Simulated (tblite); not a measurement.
Compound: C₃H₁₀Ge₂.
Atom-mapped SMILES: `[CH2:1]=[CH:2][GeH2:3][CH2:4][GeH3:5]` (hydrogens: H6, H7 on C1; H8 on C2; H9, H10 on Ge3; H11, H12 on C4; H13, H14, H15 on Ge5)

Computed with GFN2-xTB (tblite), gas phase: L-BFGS steps from a force-field or distance-geometry start until the largest atomic force falls under 0.01 eV/Å.

Step 0: E = -415.9471 eV
```
atom  x, y, z in Å  |  force x, y, z in eV/Å
C1     -2.5466   -0.8613    0.2242    0.003   0.974  -0.760
C2     -2.2033    0.2047   -0.5286   -1.291  -1.245   0.855
Ge3    -0.4459    0.9362   -0.4970    0.394   1.229  -0.573
C4      0.7928   -0.5154   -0.2594    0.144  -1.290  -0.394
Ge5     2.6337    0.1103   -0.1409    0.495   0.231   0.259
H6     -1.8327   -1.3478    0.8874   -0.408   0.096  -0.237
H7     -3.5737   -1.2245    0.1584    0.496  -0.176   0.272
H8     -2.9997    0.6162   -1.1445    0.287   0.095   0.030
H9     -0.2245    2.0610    0.5361   -0.137  -0.315  -0.341
H10    -0.1576    1.5407   -1.9136   -0.118  -0.116   0.682
H11     0.6993   -1.1209   -1.1963    0.046   0.179   0.705
H12     0.5452   -1.1956    0.5839    0.125   0.491  -0.484
H13     3.3832   -0.8782    0.7858   -0.055   0.475  -0.368
H14     3.3232    0.1545   -1.5289   -0.249   0.050   0.680
H15     2.6023    1.5282    0.5058    0.267  -0.678  -0.327
```

Step 1: E = -416.0544 eV
```
atom  x, y, z in Å  |  force x, y, z in eV/Å
C1     -2.5465   -0.8474    0.2134   -0.461  -0.968   0.675
C2     -2.2217    0.1869   -0.5164   -0.053   0.892  -0.464
Ge3    -0.4403    0.9538   -0.5052    0.071   0.408  -0.353
C4      0.7949   -0.5339   -0.2651    0.231  -0.235  -0.221
Ge5     2.6408    0.1136   -0.1372    0.213   0.048   0.175
H6     -1.8385   -1.3465    0.8840   -0.435   0.196  -0.325
H7     -3.5666   -1.2271    0.1623    0.351  -0.200   0.233
H8     -2.9956    0.6176   -1.1441    0.153   0.077   0.002
H9     -0.2265    2.0565    0.5312   -0.096  -0.187  -0.253
H10    -0.1593    1.5391   -1.9038   -0.081  -0.007   0.469
H11     0.6999   -1.1183   -1.1862    0.007  -0.168   0.206
H12     0.5470   -1.1886    0.5770    0.020   0.216  -0.182
H13     3.3824   -0.8714    0.7805    0.015   0.418  -0.294
H14     3.3196    0.1552   -1.5192   -0.190   0.061   0.596
H15     2.6061    1.5185    0.5012    0.258  -0.550  -0.264
```

Step 2: E = -416.1068 eV
```
atom  x, y, z in Å  |  force x, y, z in eV/Å
C1     -2.5537   -0.8561    0.2189   -0.024   0.141  -0.073
C2     -2.2309    0.1927   -0.5180    0.240   0.134   0.219
Ge3    -0.4366    0.9681   -0.5144   -0.067  -0.198  -0.105
C4      0.7994   -0.5459   -0.2711    0.244   0.512  -0.032
Ge5     2.6473    0.1159   -0.1328   -0.029  -0.105   0.077
H6     -1.8479   -1.3428    0.8774   -0.153   0.014  -0.066
H7     -3.5580   -1.2313    0.1677   -0.127  -0.360   0.192
H8     -2.9914    0.6194   -1.1439   -0.149   0.189  -0.184
H9     -0.2288    2.0515    0.5251   -0.063  -0.072  -0.166
H10    -0.1614    1.5382   -1.8921   -0.029   0.118   0.202
H11     0.7003   -1.1198   -1.1784   -0.015  -0.425  -0.206
H12     0.5481   -1.1820    0.5710   -0.051   0.035   0.041
H13     3.3823   -0.8619    0.7735    0.094   0.326  -0.195
H14     3.3150    0.1564   -1.5055   -0.116   0.069   0.472
H15     2.6119    1.5056    0.4950    0.243  -0.378  -0.177
```

Task: Estimate the geometry and energy of step 3. (The exact step hangs on the optimiser's Hessian estimate; all steps are aligned on step 2, rigid shifts and turns removed.)

Result: E = -416.1359 eV, largest force 0.446 eV/Å
```
atom  x, y, z in Å  |  force x, y, z in eV/Å
C1     -2.5568   -0.8559    0.2189   -0.027   0.236  -0.148
C2     -2.2319    0.1957   -0.5139    0.136   0.148   0.108
Ge3    -0.4359    0.9717   -0.5203   -0.094  -0.374   0.061
C4      0.8054   -0.5433   -0.2744    0.113   0.428  -0.056
Ge5     2.6499    0.1152   -0.1295   -0.105  -0.143   0.018
H6     -1.8546   -1.3411    0.8735   -0.013  -0.057   0.047
H7     -3.5562   -1.2393    0.1734   -0.202  -0.329   0.145
H8     -2.9920    0.6234   -1.1469   -0.065   0.136  -0.092
H9     -0.2310    2.0481    0.5195   -0.048  -0.025  -0.122
H10    -0.1628    1.5397   -1.8834   -0.006   0.185   0.024
H11     0.7003   -1.1274   -1.1781    0.018  -0.345  -0.147
H12     0.5478   -1.1784    0.5688   -0.037   0.075   0.025
H13     3.3838   -0.8521    0.7671    0.154   0.222  -0.101
H14     3.3110    0.1582   -1.4915   -0.051   0.069   0.337
H15     2.6185    1.4934    0.4892    0.226  -0.226  -0.099
```

The energy changes by -0.0291 eV. The first-order estimate −F·Δx gives -0.0362 eV and the mean of the old and new forces, exact on a quadratic surface, -0.0290 eV. The step makes an angle of 37° with the force vector and moves no atom by more than 0.015 Å.

What follows is the cost of the whole relaxation. Time: 0.59 s of wall time. Hardware: Intel Xeon Platinum 8488C, one thread, no GPU, shared host.
